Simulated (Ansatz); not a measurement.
System: ethenyl(methoxymethyl)silane, C$_{4}$H$_{10}$OSi, charge 0, multiplicity 1. SMILES: COC[SiH2]C=C
Geometry from a B3LYP-D3(BJ)/def2-TZVP (Ansatz, a first-principles code) optimisation:
```xyz
16

C      2.8066    -1.1150    -0.2429
C      1.5920    -0.7561    -0.6547
Si     0.7990     0.8755    -0.2422
C     -0.8167     0.6104     0.7076
O     -1.6772    -0.1745    -0.1059
C     -2.9192    -0.4498     0.5060
H      3.2422    -2.0775    -0.4914
H      3.4229    -0.4585     0.3628
H      1.0247    -1.4610    -1.2580
H      1.7244     1.6629     0.6116
H      0.4964     1.6415    -1.4755
H     -0.6164     0.1029     1.6630
H     -1.2851     1.5758     0.9524
H     -3.5008    -1.0518    -0.1911
H     -3.4666     0.4753     0.7275
H     -2.7859    -1.0084     1.4413
```

Property: atomisation energy, in kcal/mol. Set-up: frozen cores in correlated levels; no dispersion term unless named; open shells spin-unrestricted; atomisation electronic, to ground-state atoms; no spin-orbit coupling; 6-311+G** with 5d, 6d on Na to Ar in Ansatz; non-relativistic; LANL2DZ with its own core potentials from Na on; 6-31G* and kin with 6d, 5d where marked. Basis-set limits of correlation are two-point, X^-3; Hartree-Fock from the larger set. Ab initio and DFT rows: single points at B3LYP-D3(BJ) geometries (Ansatz).

Coupled cluster (Ansatz) is a level with limits of its own, used here on species with T1 under 0.025 (0.045 for open shells) and stable references: CCSD(T)/CBS(cc-pV(T+d)Z,cc-pV(Q+d)Z).

Value to compare with, CCSD(T)/CBS(cc-pV(T+d)Z,cc-pV(Q+d)Z) (Ansatz): 1453.5 kcal/mol.

```tsv
level	program	atomisation energy (kcal/mol)	difference
B3LYP/STO-3G	Ansatz	1740.0	286.5
B3LYP/3-21G	Ansatz	1409.7	-43.8
B3LYP/LANL2DZ	Ansatz	1392.1	-61.4
B3LYP/6-31G	Ansatz	1387.8	-65.7
B3LYP/6-31G*	Ansatz	1440.7	-12.8
B3LYP/6-31+G*	Ansatz	1431.2	-22.3
B3LYP/6-31G**	Ansatz	1449.5	-4.0
B3LYP/def2-SVP	Ansatz	1448.4	-5.1
B3LYP/cc-pVDZ	Ansatz	1418.1	-35.4
B3LYP/6-311+G**	Ansatz	1432.2	-21.3
B3LYP/def2-TZVPD	Ansatz	1442.3	-11.2
```

Among the 10 habitual levels, B3LYP/STO-3G lies farthest from CCSD(T)/CBS(cc-pV(T+d)Z,cc-pV(Q+d)Z) (Ansatz) (286.5 kcal/mol) and B3LYP/6-31G** nearest (-4.0); 1 of 10 lie above it, and their mean absolute difference is 55.8 kcal/mol, the median 28.9. One case shows no general order.

The sets are all those run for this method; left out are runs that failed, that the program found above a lower state of the same kind, or whose <S^2> lies over 0.5 above the pure value.
